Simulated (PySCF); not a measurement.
Run record for `FC(F)OC1C=CC=C1`: PBE0/6-31G*, start guess atom, fitting basis def2-qzvpp-jkfit, full TDDFT, 3 singlets.

Method: TDDFT PBE0/6-31G*, vertical, gas phase, core orbitals frozen in the response (PySCF 2.14.0, density-fitted response routines). Geometry: GFN2-xTB. A driver script takes a list of jobs; this job's settings line and coordinates (Å) are shown.

Command:
```bash
OMP_NUM_THREADS=1 python probes_run.py task.json out
```

Input:
```
{"job": {"kind": "uv", "xc": "PBE0", "basis": "6-31G*", "nstates": 3, "ntriplets": 5, "tda": false, "scf": {"guess": "atom", "aux": "def2-qzvpp-jkfit"}}, "charge": 0, "multiplicity": 1}
F      3.259840     0.750288     1.009098
C      2.276719    -0.114907     0.738344
F      2.853654    -1.134119     0.033306
O      1.338828     0.516405     0.011800
C      0.125238    -0.210390    -0.171137
C     -0.819547    -0.256717     1.004484
C     -2.027136     0.151766     0.605733
C     -1.969434     0.561778    -0.789428
C     -0.726765     0.400890    -1.250036
H      1.924549    -0.556915     1.690941
H      0.366662    -1.245371    -0.470126
H     -0.536863    -0.611753     1.977369
H     -2.919956     0.191581     1.202911
H     -2.813991     0.940512    -1.334942
H     -0.336212     0.624942    -2.222675
```

Problem. Predict the output.

Solution. 
```
final grid: 133896 points
cycle   1  E = -506.3165822588  dE =  2.651e+00  |g| = 1.013e+00  |ddm| = 4.108e+00
cycle   2  E = -506.2617604879  dE =  5.482e-02  |g| = 1.164e+00  |ddm| = 1.965e+00
cycle   3  E = -506.5486748189  dE = -2.869e-01  |g| = 1.215e-01  |ddm| = 1.201e+00
cycle   4  E = -506.5512325617  dE = -2.558e-03  |g| = 5.126e-02  |ddm| = 1.297e-01
cycle   5  E = -506.5517801358  dE = -5.476e-04  |g| = 1.770e-02  |ddm| = 5.753e-02
cycle   6  E = -506.5518524219  dE = -7.229e-05  |g| = 5.573e-03  |ddm| = 2.025e-02
cycle   7  E = -506.5518596392  dE = -7.217e-06  |g| = 1.332e-03  |ddm| = 6.400e-03
cycle   8  E = -506.5518600152  dE = -3.760e-07  |g| = 4.163e-04  |ddm| = 1.541e-03
cycle   9  E = -506.5518600523  dE = -3.714e-08  |g| = 1.100e-04  |ddm| = 4.322e-04
cycle  10  E = -506.5518600549  dE = -2.584e-09  |g| = 3.716e-05  |ddm| = 1.290e-04
cycle  11  E = -506.5518600552  dE = -2.982e-10  |g| = 1.287e-05  |ddm| = 4.169e-05
converged SCF energy = -506.5518600552

Static polarisability (au): isotropic 59.610, principal 36.196 61.426 81.207

Singlet excitations
state   eV       nm        f      main configurations
  1   4.7442    261.3   0.05001   H->L 0.97
  2   6.1462    201.7   0.00988   H-1->L 0.95
  3   6.8454    181.1   0.02733   H-2->L 0.73, H->L+1 0.23

Triplet excitations (Tamm-Dancoff, eV): 2.7468 4.9632 5.7911 6.5758 7.1416
```

H and L stand for HOMO and LUMO; the number after each pair is its weight.

Problem. Give S1 in cm⁻¹ and kJ/mol.

Solution. 4.7442 eV × 8065.54 = 38265 cm⁻¹; × 96.485 = 457.7 kJ/mol.

Problem. How does the lowest singlet excitation compare with the HOMO–LUMO gap?

Solution. HOMO -6.60 eV and LUMO -1.03 eV give a gap of 5.57 eV; S1 at 4.74 eV lies 0.83 eV below it.

In short: SCF converged in 11 cycles with 138 basis and 789 fitting functions; HOMO -6.60 eV, LUMO -1.03 eV; lowest singlet 4.74 eV; lowest triplet 2.75 eV (Tamm–Dancoff); mean polarisability 59.6 au.

All basis functions are spherical, in the Pople sets too.

Problem. How long does this job take on an Arm Neoverse V1 with one thread, no GPU (shared host)? And the peak memory of the process?

Solution. About 18 s, with 0.61 GiB resident at the peak, the Python interpreter and its libraries included.

Shape of the structure used: `[F:1][CH:2]([F:3])[O:4][CH:5]1[CH:6]=[CH:7][CH:8]=[CH:9]1`: F1–C2–O4–C5 -170°, C2–O4–C5–C6 77°.

One conformer stands for the species.
